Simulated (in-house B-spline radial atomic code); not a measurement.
RPA and G0W0 for Hg2+, [Xe] 4f14 5d10, as one setting changes: the share of exact exchange in the PBE hybrid start. A dash marks a level of low quasi-particle weight. Computed with a B-spline radial code for spherical atoms: all electrons, scalar-relativistic (spin-free one-electron X2C), finite nucleus, each spin shell either full or empty, empty states to l = 9 with an (l + 1/2)⁻⁴ tail; G0W0 by contour deformation at full frequency.

Without the two-electron picture change, the correlation of inner shells comes somewhat too large for so heavy an element.

```json
{"share of exact exchange in the PBE hybrid start": "0", "mean-field level (eV)": "-28.744", "G0W0 level (eV)": "-", "RPA correlation (Eh)": "-7.0672"}
{"share of exact exchange in the PBE hybrid start": "0.1", "mean-field level (eV)": "-29.494", "G0W0 level (eV)": "-", "RPA correlation (Eh)": "-7.0157"}
{"share of exact exchange in the PBE hybrid start": "0.2", "mean-field level (eV)": "-30.25", "G0W0 level (eV)": "5d -35.49", "RPA correlation (Eh)": "-6.966"}
{"share of exact exchange in the PBE hybrid start": "0.3", "mean-field level (eV)": "-31.01", "G0W0 level (eV)": "5d -35.53", "RPA correlation (Eh)": "-6.9177"}
{"share of exact exchange in the PBE hybrid start": "0.4", "mean-field level (eV)": "?", "G0W0 level (eV)": "?", "RPA correlation (Eh)": "?"}
{"share of exact exchange in the PBE hybrid start": "0.5", "mean-field level (eV)": "-32.55", "G0W0 level (eV)": "5d -35.50", "RPA correlation (Eh)": "-6.8251"}
{"share of exact exchange in the PBE hybrid start": "0.6", "mean-field level (eV)": "-33.33", "G0W0 level (eV)": "5d -35.47", "RPA correlation (Eh)": "-6.7806"}
{"share of exact exchange in the PBE hybrid start": "0.7", "mean-field level (eV)": "-34.11", "G0W0 level (eV)": "5d -35.42", "RPA correlation (Eh)": "-6.7371"}
{"share of exact exchange in the PBE hybrid start": "0.8", "mean-field level (eV)": "-34.90", "G0W0 level (eV)": "5d -35.37", "RPA correlation (Eh)": "-6.6946"}
{"share of exact exchange in the PBE hybrid start": "0.9", "mean-field level (eV)": "?", "G0W0 level (eV)": "?", "RPA correlation (Eh)": "?"}
{"share of exact exchange in the PBE hybrid start": "1", "mean-field level (eV)": "-36.49", "G0W0 level (eV)": "5d -35.26", "RPA correlation (Eh)": "-6.6124"}
```

Task: What belongs in the row for 0.9?

Result: mean-field level (eV): -35.69; G0W0 level (eV): 5d -35.32; RPA correlation (Eh): -6.6531.

Task: What belongs in the row for 0.4?

Result: mean-field level (eV): -31.78; G0W0 level (eV): 5d -35.52; RPA correlation (Eh): -6.8708.

Task: At what share of exact exchange does G0W0 leave the highest level unchanged?

Result: Near 0.86, where the shift changes sign (-0.476 eV at 0.8, +0.373 eV at 0.9).
